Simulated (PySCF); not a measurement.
**[GeBr3]+: from structure and modes to constants**

Method: PySCF, PBE0, basis Ge def2-SVP, Br def2-SVP (no relativity, density fitting).

The singlet minimum has D3h symmetry. Masses (u): Ge 73.92118, Br 78.91834.

```xyz
4
charge 1 multiplicity 1, angstrom
Ge    0.0000    0.0000    0.0000
Br   -0.0017    0.0000    2.2064
Br    1.9117    0.0000   -1.1018
Br   -1.9100    0.0000   -1.1047
```

Harmonic wavenumbers (cm⁻¹): 94.5 (e', ×2), 118.2 (a2'', ×1), 258.2 (a1', ×1), 404.8 (e', ×2).

**Question.** Find the principal moments of inertia and the rotational constants. What kind of rotor is it?

**Answer.** About the centre of mass I = 576.3, 576.3, 1152.6 u Å². With B = 16.8576/I this gives 0.02925, 0.02925, 0.01463 cm⁻¹. The molecule is an oblate symmetric top.

**Question.** Find the vibrational entropy and heat capacity at 298.15 K.

**Answer.** With u = 1.43878 ω/T, each mode gives S = R[u/(eᵘ−1) − ln(1−e⁻ᵘ)] and C = R u² eᵘ/(eᵘ−1)².
```json
{"ω (cm⁻¹)": "94.5 (×2)", "u": "0.456", "S (J/(mol K))": "14.91", "C (J/(mol K))": "8.17"}
{"ω (cm⁻¹)": "118.2", "u": "0.571", "S (J/(mol K))": "13.09", "C (J/(mol K))": "8.09"}
{"ω (cm⁻¹)": "258.2", "u": "1.246", "S (J/(mol K))": "7.00", "C (J/(mol K))": "7.32"}
{"ω (cm⁻¹)": "404.8 (×2)", "u": "1.953", "S (J/(mol K))": "3.96", "C (J/(mol K))": "6.11"}
```
The sums over all modes are S = 57.8 and C = 44.0 J/(mol K); the softest mode gives 26 % of the entropy (each member, where degenerate).

**Question.** Give the standard entropy (298.15 K, 1 bar) by its translational, rotational, vibrational and spin parts, and Cp.

**Answer.** Sackur–Tetrode with M = 310.68 u gives 180.4; rotation with symmetry number 6 gives 115.8; vibration 57.8; spin R ln 1 = 0.0. The total is 354.0 J/(mol K), and Cp = 4 R + 44.0 = 77.2 J/(mol K).

Other isomers or separated fragments may lie lower.
